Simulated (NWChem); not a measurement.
System meant: CH3N2S anion

Here is an NWChem input.

```
start job
memory heap 200 mb stack 900 mb global 1100 mb
charge -1
geometry units angstroms noautosym nocenter noautoz
  N      1.159874    -1.172947     0.010874
  C      0.112167    -0.408126     0.015070
  N     -1.134234    -1.061050     0.043918
  S      0.037783     1.354135     0.003703
  H      1.991781    -0.587238     0.025580
  H     -1.088497    -2.018097    -0.290829
  H     -1.893999    -0.509919    -0.331356
end
basis spherical
  * library 6-31g*
end
dft
  xc m06-2x
  iterations 150
end
property
  shielding
end
task dft property
```

End of the output:

```
 Vector   23  Occ=0.000000D+00  E= 3.244637D-01
              MO Center= -4.2D-01, -4.8D-01, -1.9D-01, r^2= 5.8D+00
   Bfn.  Coefficient  Atom+Function         Bfn.  Coefficient  Atom+Function
  ----- ------------  ---------------      ----- ------------  ---------------
    64      1.287949  6 H  s                 20      0.998046  2 C  s
    34     -0.907512  3 N  s                 54      0.869863  4 S  py
    52     -0.562012  4 S  s                 36      0.439591  3 N  py
    22      0.402400  2 C  py                62     -0.267103  5 H  s
    37      0.264447  3 N  pz                50      0.252437  4 S  py

 center of mass
 --------------
 x =   0.04823924 y =   0.10014163 z =   0.01172146

 moments of inertia (a.u.)
 ------------------
         358.481243442370          -2.839192392029          -1.767130846536
          -2.839192392029         164.390672110763           0.080752847639
          -1.767130846536           0.080752847639         521.261354107155

     Multipole analysis of the density
     ---------------------------------

     L   x y z        total         alpha         beta         nuclear
     -   - - -        -----         -----         ----         -------
     0   0 0 0     -1.000000    -20.000000    -20.000000     39.000000

     1   1 0 0     -0.722115     -0.801642     -0.801642      0.881170
     1   0 1 0     -0.935424     -0.906290     -0.906290      0.877156
     1   0 0 1     -0.428956     -0.154580     -0.154580     -0.119795

     2   2 0 0    -25.395603    -61.371658    -61.371658     97.347714
     2   1 1 0      2.690701     -1.221941     -1.221941      5.134583
     2   1 0 1      1.477872     -0.594998     -0.594998      2.667868
     2   0 2 0    -33.644522   -110.611463   -110.611463    187.578403
     2   0 1 1      1.069072     -0.123816     -0.123816      1.316704
     2   0 0 2    -27.099325    -13.926309    -13.926309      0.753294

          -----------------------------------------
          Chemical Shielding Tensors (GIAO, in ppm)
          -----------------------------------------

 ------------------------------------------------------------------------
  xm06: d2 not coded                    0
 ------------------------------------------------------------------------
 ------------------------------------------------------------------------
  current input line :
    23: task dft property
 ------------------------------------------------------------------------
 ------------------------------------------------------------------------
 This error has not yet been assigned to a category
 ------------------------------------------------------------------------
 For more information see the NWChem manual at https://nwchemgit.github.io

0: xm06: d2 not coded:Received an Error in Communication
```

Q: Find the fault in this run and fix the input.

A: The run crashed. Cause: this functional's second derivatives, which shieldings need, aren't coded here; the fix takes a hybrid GGA instead. This input runs:
```
start job
memory heap 200 mb stack 900 mb global 1100 mb
charge -1
geometry units angstroms noautosym nocenter noautoz
  N      1.159874    -1.172947     0.010874
  C      0.112167    -0.408126     0.015070
  N     -1.134234    -1.061050     0.043918
  S      0.037783     1.354135     0.003703
  H      1.991781    -0.587238     0.025580
  H     -1.088497    -2.018097    -0.290829
  H     -1.893999    -0.509919    -0.331356
end
basis spherical
  N library 6-31g*
  C library 6-31g*
  S library 6-31g*
  H library 6-31g*
end
dft
  xc pbe0
  iterations 150
end
property
  shielding
end
task dft property
```
It converges to -547.30713 Ha (PBE0/6-31G* (spherical d), GIAO).
